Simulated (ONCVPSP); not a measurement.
## Building the ONCV potential for As (Z = 33) (PBEsol, scalar-relativistic).

ONCVPSP 4.0.1 was run on this input:

```
# ATOM AND REFERENCE CONFIGURATION
# atsym  z   nc   nv     iexc    psfile
  As 33.00    3    5  -116133      upf
#
#   n    l    f
    1    0    2.00
    2    0    2.00
    2    1    6.00
    3    0    2.00
    3    1    6.00
    3    2   10.00
    4    0    2.00
    4    1    3.00
#
# PSEUDOPOTENTIAL AND OPTIMIZATION
# lmax
    2
#
#   l,   rc,      ep,       ncon, nbas, qcut
    0    0.90    0.00    5    8   12.70
    1    0.85    0.00    4    7   18.80
    2    0.90    0.00    4    8   16.60
#
# LOCAL POTENTIAL
# lloc, lpopt,  rc(5),   dvloc0
    4    4    0.65    3.00
#
# VANDERBILT-KLEINMAN-BYLANDER PROJECTORs
# l, nproj, debl
    0    2    2.80
    1    2    3.50
    2    1    1.90
#
# MODEL CORE CHARGE
# icmod, fcfact, rcfact
    3    1.75    1.45
#
# LOG DERIVATIVE ANALYSIS
# epsh1, epsh2, depsh
   -8.00    5.00    0.04
#
# OUTPUT GRID
# rlmax, drl
    6.00    0.01
#
# TEST CONFIGURATIONS
# ncnf
    4
# nvcnf
#   n    l    f
    5
    3    0    2.00
    3    1    6.00
    3    2   10.00
    4    0    2.00
    4    1    2.00
#
    5
    3    0    2.00
    3    1    6.00
    3    2   10.00
    4    0    2.00
    4    1    1.00
#
    5
    3    0    2.00
    3    1    6.00
    3    2   10.00
    4    0    2.00
    4    1    0.00
#
    5
    3    0    2.00
    3    1    6.00
    3    2   10.00
    4    0    1.00
    4    1    4.00
#
```

Command:

```bash
oncvpsp.x < As.dat > As.out
```

Output (shortened: citation, most of the input echo, consistency checks and plot data are left out):

```
ONCVPSP  (Optimized Norm-Conservinng Vanderbilt PSeudopotential)
scalar-relativistic version 4.0.1

#   n    l    f        energy (Ha)
    1    0    2.00    -4.3033646E+02
    2    0    2.00    -5.4593339E+01
    2    1    6.00    -4.7884185E+01
    3    0    2.00    -6.9789104E+00
    3    1    6.00    -4.9048089E+00
    3    2   10.00    -1.4935959E+00
    4    0    2.00    -5.3298506E-01
    4    1    3.00    -1.9096982E-01

Reference configufation results
  iterations    24
  all-electron total energy (Ha)   -2.25920662D+03

Begin loop to  construct optimized pseudo wave functions
and semi-local pseudopoentials for all angular momenta

Calculating optimized projector #   1

 for l=   0

    Fraction of norm inside rc  0.904838
    Optimizing pswf for qcut=  12.71 a_B^-1,  ecut=  80.83 Ha
    Residual kinetic energy error=  5.04D-04 Ha

    Energy error per electron        Cutoff
         Ha          eV             Ha
         0.01000     0.27211       61.32
         0.00100     0.02721       75.61
         0.00010     0.00272      180.52
         0.00001     0.00027      218.81

Calculating optimized projector #   2

 for l=   0

    Fraction of norm inside rc  0.045748
    Optimizing pswf for qcut=  12.71 a_B^-1,  ecut=  80.83 Ha
    Residual kinetic energy error=  1.50D-04 Ha

    Energy error per electron        Cutoff
         Ha          eV             Ha
         0.01000     0.27211       49.32
         0.00100     0.02721       68.25
         0.00010     0.00272       84.24
         0.00001     0.00027      199.55

Calculating optimized projector #   1

 for l=   1

    Fraction of norm inside rc  0.837646
    Optimizing pswf for qcut=  18.82 a_B^-1,  ecut= 177.07 Ha
    Residual kinetic energy error=  1.18D-07 Ha

    Energy error per electron        Cutoff
         Ha          eV             Ha
         0.01000     0.27211       51.21
         0.00100     0.02721       62.93
         0.00010     0.00272       92.02
         0.00001     0.00027      124.88

Calculating optimized projector #   2

 for l=   1

    Fraction of norm inside rc  0.025284
    Optimizing pswf for qcut=  18.82 a_B^-1,  ecut= 177.07 Ha
    Residual kinetic energy error=  4.36D-09 Ha

    Energy error per electron        Cutoff
         Ha          eV             Ha
         0.01000     0.27211       36.63
         0.00100     0.02721       50.72
         0.00010     0.00272       63.09
         0.00001     0.00027      110.08

Calculating optimized projector #   1

 for l=   2

    Fraction of norm inside rc  0.787536
    Optimizing pswf for qcut=  16.61 a_B^-1,  ecut= 137.98 Ha
    Residual kinetic energy error=  2.96D-05 Ha

    Energy error per electron        Cutoff
         Ha          eV             Ha
         0.01000     0.27211      102.29
         0.00100     0.02721      118.25
         0.00010     0.00272      130.86
         0.00001     0.00027      221.32

Construct Vanderbilt / Kleinmman-Bylander projectors

B matrix Hermiticity error, ll=   0
   1   2    1.3522E-03

  Orthonormal projector coefficients  2.4773E+01  3.5187E+00

B matrix Hermiticity error, ll=   1
   1   2    7.0432E-04

  Orthonormal projector coefficients  2.9840E+00 -3.7426E-01

Model core correction analysis
  based on d2Exc/dn_idn_j

d2excae - all-electron derivatives

   -4.684883D-02   -4.421283D-02   -3.658626D-02   -3.134586D-03
   -1.582494D-03
   -4.421295D-02   -4.322545D-02   -3.618155D-02   -3.619752D-03
   -1.819943D-03
   -3.658652D-02   -3.618171D-02   -3.582505D-02   -6.031872D-03
   -3.006464D-03
   -3.134544D-03   -3.619663D-03   -6.031519D-03   -3.106488D-02
   -2.420341D-02
   -1.582509D-03   -1.819949D-03   -3.006420D-03   -2.420363D-02
   -2.482947D-02

d2excps - pseudofunction derivatives with no core correction

   -4.831407D-02   -4.588801D-02   -4.112134D-02   -3.437479D-03
   -1.756406D-03
   -4.588817D-02   -4.451550D-02   -4.062895D-02   -3.858020D-03
   -1.938189D-03
   -4.112156D-02   -4.062903D-02   -3.844760D-02   -6.290001D-03
   -3.179158D-03
   -3.437304D-03   -3.857934D-03   -6.289653D-03   -3.109831D-02
   -2.421894D-02
   -1.756426D-03   -1.938197D-03   -3.179117D-03   -2.421915D-02
   -2.483595D-02

rms 2nd derivative error    1.975581E-03

rmatch, rhocmatch    0.2932  145.9852

Teter function model core charge with specified parameters

d2excps - pseudofunction derivatives with core correction

   -4.474925D-02   -4.346036D-02   -3.972940D-02   -3.071676D-03
   -1.609353D-03
   -4.346039D-02   -4.251062D-02   -3.926239D-02   -3.615919D-03
   -1.819664D-03
   -3.972949D-02   -3.926245D-02   -3.727838D-02   -6.159061D-03
   -3.102095D-03
   -3.071618D-03   -3.615822D-03   -6.158709D-03   -3.106093D-02
   -2.420433D-02
   -1.609359D-03   -1.819667D-03   -3.102052D-03   -2.420455D-02
   -2.482897D-02

rms 2nd derivative error    1.370607E-03

Pseudoatom total energy -328.593975

Diagnostic tests using Vanderbilt-Kleinman-Bylander pseudopotentials
  1 or more projectors used as specified by nproj input data

   l    rcore       rmatch      e in        delta e   norm test  slope test

   0   0.9027025   0.9301105  -6.9789104   0.0000252   1.0003198   1.0003219
   0   0.9027025   0.9301105  -0.5329851   0.0000378   1.0001325   1.0001024

   1   0.8502856   0.8761021  -4.9048089  -0.0000143   1.0003135   1.0003637
   1   0.8502856   0.8761021  -0.1909698   0.0000254   1.0001811   1.0001649

   2   0.9027025   0.9301105  -1.4935959  -0.0000269   0.9999922   1.0000305

 Testing for bound ghosts
   n   l    E NL Schr. Eq   E Basis Diag.   E Cutoff

   1   0       -6.978885       -6.978872    323.49
   2   0       -0.532947       -0.239153    323.49

   2   1       -4.904823       -4.904652    308.51
   3   1       -0.190944        0.462021    308.51

   3   2       -1.493623       -1.490685    317.15

 Testing for highly-localized positive-energy ghosts
       l    <radius>/rc     E Basis Diag.   E Cutoff

Test configuration 0

   n   l     f        eae           eps        diff
   1   0  2.0000 -430.33645609
   2   0  2.0000  -54.59333899
   2   1  6.0000  -47.88418540
   3   0  2.0000   -6.97891045   -6.97888524    2.52D-05
   3   1  6.0000   -4.90480894   -4.90482323   -1.43D-05
   3   2 10.0000   -1.49359592   -1.49362286   -2.69D-05
   4   0  2.0000   -0.53298506   -0.53294723    3.78D-05
   4   1  3.0000   -0.19096982   -0.19094437    2.54D-05

    Total energies and differences
      AE_ref= -2.25920662D+03  AE_tst= -2.25920662D+03  dif=  0.00D+00
      PS_ref= -3.28593975D+02  PS_tst= -3.28593975D+02  dif= -2.27D-13
      PSP excitation error=  2.27D-13

Test configuration 1

   n   l     f        eae           eps        diff
   1   0  2.0000 -430.70007122
   2   0  2.0000  -54.95402540
   2   1  6.0000  -48.24525576
   3   0  2.0000   -7.33851464   -7.33851763   -2.99D-06
   3   1  6.0000   -5.26437289   -5.26437859   -5.71D-06
   3   2 10.0000   -1.85242548   -1.85249849   -7.30D-05
   4   0  2.0000   -0.85928805   -0.85923631    5.17D-05
   4   1  2.0000   -0.49084431   -0.49080182    4.25D-05

    Total energies and differences
      AE_ref= -2.25920662D+03  AE_tst= -2.25887006D+03  dif=  3.37D-01
      PS_ref= -3.28593975D+02  PS_tst= -3.28257401D+02  dif=  3.37D-01
      PSP excitation error= -1.45D-05

Test configuration 2

   n   l     f        eae           eps        diff
   1   0  2.0000 -431.13499770
   2   0  2.0000  -55.38271398
   2   1  6.0000  -48.67472718
   3   0  2.0000   -7.76472608   -7.76483681   -1.11D-04
   3   1  6.0000   -5.69044012   -5.69047208   -3.20D-05
   3   2 10.0000   -2.27687320   -2.27707096   -1.98D-04
   4   0  2.0000   -1.23077025   -1.23070786    6.24D-05
   4   1  1.0000   -0.83408751   -0.83402666    6.09D-05

    Total energies and differences
      AE_ref= -2.25920662D+03  AE_tst= -2.25821072D+03  dif=  9.96D-01
      PS_ref= -3.28593975D+02  PS_tst= -3.27598013D+02  dif=  9.96D-01
      PSP excitation error= -5.95D-05

Test configuration 3

   n   l     f        eae           eps        diff
   1   0  2.0000 -431.62955638
   2   0  2.0000  -55.86714637
   2   1  6.0000  -49.16040720
   3   0  2.0000   -8.24496908   -8.24529034   -3.21D-04
   3   1  6.0000   -6.17039399   -6.17050171   -1.08D-04
   3   2 10.0000   -2.75414620   -2.75456687   -4.21D-04
   4   0  2.0000   -1.63395919   -1.63389103    6.82D-05

    Total energies and differences
      AE_ref= -2.25920662D+03  AE_tst= -2.25719190D+03  dif=  2.01D+00
      PS_ref= -3.28593975D+02  PS_tst= -3.26579113D+02  dif=  2.01D+00
      PSP excitation error= -1.38D-04

Test configuration 4

   n   l     f        eae           eps        diff
   1   0  2.0000 -430.39967434
   2   0  2.0000  -54.65449232
   2   1  6.0000  -47.94522420
   3   0  2.0000   -7.04144490   -7.04158190   -1.37D-04
   3   1  6.0000   -4.96706737   -4.96722624   -1.59D-04
   3   2 10.0000   -1.55427371   -1.55448800   -2.14D-04
   4   0  1.0000   -0.56523957   -0.56520375    3.58D-05
   4   1  4.0000   -0.21462366   -0.21459863    2.50D-05

    Total energies and differences
      AE_ref= -2.25920662D+03  AE_tst= -2.25886026D+03  dif=  3.46D-01
      PS_ref= -3.28593975D+02  PS_tst= -3.28247600D+02  dif=  3.46D-01
      PSP excitation error= -1.39D-05
```

The run took about 4.4 s on one core of a shared server CPU.
